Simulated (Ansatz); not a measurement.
The same path of C₃H₉NOSi (15 atoms, charge 0, multiplicity 1) was run twice with different band settings. The coordinate that changes most is the dihedral H8–N1–Si2–C3.

All numbers below come from RKS PBE-D4/cc-pVDZ in Ansatz 0.2.0.

Relaxed end points:

```xyz
15
Properties=species:S:1:pos:R:3
N 0.213 -2.247 -0.683
Si 1.201 -1.019 0.131
C 0.688 0.694 -0.524
C -0.791 0.955 -0.358
C -1.355 1.489 0.900
O -1.223 2.331 -0.262
H 0.567 -3.205 -0.565
H -0.774 -2.258 -0.395
H 1.099 -0.985 1.648
H 2.633 -1.322 -0.240
H 0.973 0.764 -1.595
H 1.262 1.469 0.026
H -1.454 0.328 -0.987
H -2.391 1.236 1.194
H -0.670 1.720 1.737
```

```xyz
15
Properties=species:S:1:pos:R:3
N 0.353 -2.467 -0.416
Si 1.225 -1.038 0.155
C 0.650 0.657 -0.525
C -0.821 0.903 -0.295
C -1.327 1.529 0.943
O -1.287 2.270 -0.291
H -0.630 -2.523 -0.122
H 0.386 -2.628 -1.430
H 1.066 -1.025 1.657
H 2.676 -1.227 -0.220
H 0.883 0.710 -1.611
H 1.246 1.455 -0.030
H -1.503 0.205 -0.821
H -2.336 1.278 1.321
H -0.602 1.849 1.715
```

Common settings: movable images 5; climbing image yes; optimiser quadratic models (default); start path through a guess of the saddle point; force threshold 0.03 eV/Å; iteration limit 60; end points relaxed.

| run | spring |
| --- | --- |
| 1 | 5.0 eV/Å² |
| 2 | 2.0 to 10.0 eV/Å², energy-weighted |

What does each run give, and how far can it be trusted?

Run 1: converged after 10 iterations, highest image 0.067 eV above the first end. A vibrational analysis at the climbing image gives one clearly imaginary mode, 198i cm⁻¹: a first-order saddle point.
Run 2: converged after 9 iterations, highest image 0.067 eV above the first end. Another band between the same ends (5 images) ends at a top of the same energy, where a vibrational analysis finds 1 clearly imaginary mode.
